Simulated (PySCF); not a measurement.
## Polarisability and C₆ of S (sulfur, neutral)

[Ne] 3s2 3p4, high-spin 3P determinant. All numbers are calculated (PySCF 2.14, no relativity, point nucleus, in aug-cc-pV(T+d)Z). Coupled (time-dependent) response in atomic units; α is the mean over directions.

```json
{"method": "UHF", "mean α (bohr³)": "18.92", "α xx, yy, zz": "17.81, 21.13, 17.81", "C₆ (like pair)": "129.5", "S(−4)": "96.18"}
{"method": "PBE", "mean α (bohr³)": "20.54", "α xx, yy, zz": "19.08, 23.46, 19.08", "C₆ (like pair)": "143.0", "S(−4)": "124.5"}
{"method": "PBE0", "mean α (bohr³)": "19.77", "α xx, yy, zz": "18.47, 22.36, 18.47", "C₆ (like pair)": "136.4", "S(−4)": "110.6"}
{"method": "M06-L", "mean α (bohr³)": "20.72", "α xx, yy, zz": "19.12, 23.91, 19.12", "C₆ (like pair)": "146.4", "S(−4)": "125.0"}
{"method": "wB97X-V", "mean α (bohr³)": "19.62", "α xx, yy, zz": "18.42, 22.03, 18.42", "C₆ (like pair)": "135.3", "S(−4)": "107.6"}
```

S(−4) is the Cauchy moment in α(ω) = α(0) + S(−4) ω² + …

Reference α: 19.4 ± 0.1 bohr³ (recommended; Schwerdtfeger and Nagle, table of static dipole polarizabilities (2023 update)). Published C₆: 134.0 (Chu and Dalgarno (2004); Tang, Norbeck and Certain (1976)).

α(iu) at PBE:

```json
{"u (hartree)": "0", "α(iu) (bohr³)": "20.54"}
{"u (hartree)": "0.0500", "α(iu) (bohr³)": "20.24"}
{"u (hartree)": "0.100", "α(iu) (bohr³)": "19.39"}
{"u (hartree)": "0.200", "α(iu) (bohr³)": "16.77"}
{"u (hartree)": "0.300", "α(iu) (bohr³)": "13.89"}
{"u (hartree)": "0.500", "α(iu) (bohr³)": "9.255"}
{"u (hartree)": "0.750", "α(iu) (bohr³)": "5.787"}
{"u (hartree)": "1.00", "α(iu) (bohr³)": "3.869"}
{"u (hartree)": "1.50", "α(iu) (bohr³)": "2.045"}
{"u (hartree)": "2.00", "α(iu) (bohr³)": "1.263"}
{"u (hartree)": "3.00", "α(iu) (bohr³)": "0.6334"}
{"u (hartree)": "5.00", "α(iu) (bohr³)": "0.2707"}
```

A single London oscillator, α(iu) = α/(1 + u²/ω²), gives C₆ = (3/4) ω α². Matching the computed C₆ needs ω = 4 × 143.0 / (3 × 20.54²) = 0.452 hartree.

The components differ because the open shell of this determinant is not spherical; for a pure term their mean is the scalar polarisability.
